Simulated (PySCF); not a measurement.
## Si (silicon, neutral) across methods

[Ne] 3s2 3p1 3d1, one real determinant (an excited configuration). Computed with PySCF 2.14 in dyall-acv3z, with the non-relativistic Hamiltonian (point nucleus).

```tsv
method	E (hartree)	mean ε 3s β (eV)	mean ε 3p α (eV)	mean ε 3d α (eV)	Σ⟨r²⟩ (bohr²)	⟨S²⟩
PBE	-289.0067	-12.524	-6.729	-0.170	47.87	2.003
r2SCAN	-289.1115	-12.736	-7.067	-0.090	47.90	2.007
revPBE	-289.0997	-12.483	-6.742	-0.212	48.05	2.003
UHF	-288.61325	-16.071	-10.856	-0.986	50.76	2.014
BHandHLYP	-289.1475	-14.788	-8.776	-0.558	49.04	2.005
PBE0	-289.0237	-13.677	-7.877	-0.482	48.35	2.005
LDA	-287.9923	-12.640	-6.629	-0.042	47.50	2.001
```

Q: Estimate the same row for wB97X-V.

A: E (hartree) = -289.0798; mean ε 3s β (eV) = -16.105; mean ε 3p α (eV) = -9.998; mean ε 3d α (eV) = -1.335; Σ⟨r²⟩ (bohr²) = 48.36; ⟨S²⟩ = 2.004.

⟨L²⟩ = 8.01 against 12 for a pure F term, so this real determinant mixes terms. The outer electron is Rydberg-like, and this basis confines it to a smaller radius and binds it less than a complete one would.
